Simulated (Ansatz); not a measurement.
C$_{4}$H$_{6}$BClO$_{2}$, SMILES `C[B-]1(Cl)OC=CC=[O+]1` at its PBE0-D4/def2-TZVP geometry, where that method's forces vanish. Total charge 0; spin multiplicity 1.

```xyz
14

C    -1.2071   -0.7588    1.6894
B    -0.4825   -0.6452    0.2961
Cl   -0.7185   -2.1032   -0.8271
O    -0.9744    0.5711   -0.4766
C    -0.2076    1.1730   -1.2919
C     1.1561    0.9511   -1.3689
C     1.7088    0.1589   -0.3781
O     1.0208   -0.4847    0.4749
H    -0.8501   -1.6307    2.2419
H    -1.0333    0.1275    2.3082
H    -2.2855   -0.8711    1.5572
H    -0.6908    1.9313   -1.9083
H     1.7752    1.4912   -2.0678
H     2.7891    0.0896   -0.2489
```

Problem. What forces (eV/Å) does PBE-D4/def2-TZVPP give on these atoms in Ansatz? (Estimate.)

Solution. Computed: 
```
C1   0.030  0.008 -0.053
B2  -0.119 -0.137  0.094
Cl3 -0.030 -0.156 -0.110
O4  -0.738 -0.187  0.409
C5   0.212  0.412 -0.497
C6   0.098  0.047 -0.156
C7   0.533  0.238 -0.342
O8  -0.147 -0.498  0.689
H9   0.060 -0.162  0.115
H10  0.025  0.165  0.130
H11 -0.206 -0.022 -0.012
H12 -0.110  0.179 -0.139
H13  0.141  0.121 -0.160
H14  0.250 -0.010  0.033
```
